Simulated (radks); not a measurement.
Problem. The mean radii <r> (bohr) of the occupied orbitals of an atom or ion are listed with their occupations. Method: scalar-relativistic Kohn-Sham, r2SCAN, spin-polarised, spherical densities, finite nucleus; meta-GGA in the generalised Kohn-Sham scheme; Fermi nuclear charge, rms radius of each element as measured or else 0.836 A^(1/3) + 0.57 fm; computed with a radial shooting solver on a logarithmic mesh with Libxc functionals.

orbital  occ.      <r>
1s          2  0.04826
2s          2   0.2002

Name the element and its charge. Open shells, if any, are filled with parallel spins first.

Solution. Z = 31, gallium, charge +27: Ga27+ in [He] 2s2. The 1s radius gives Z: for a bare nucleus <r> = (2 gamma + 1)/(2Z) with gamma = sqrt(1 - (Z/c)^2), 0.04755 bohr for Z = 31, and screening makes it slightly larger (0.04826 here). The occupations add up to 4, and the charge is Z minus that.
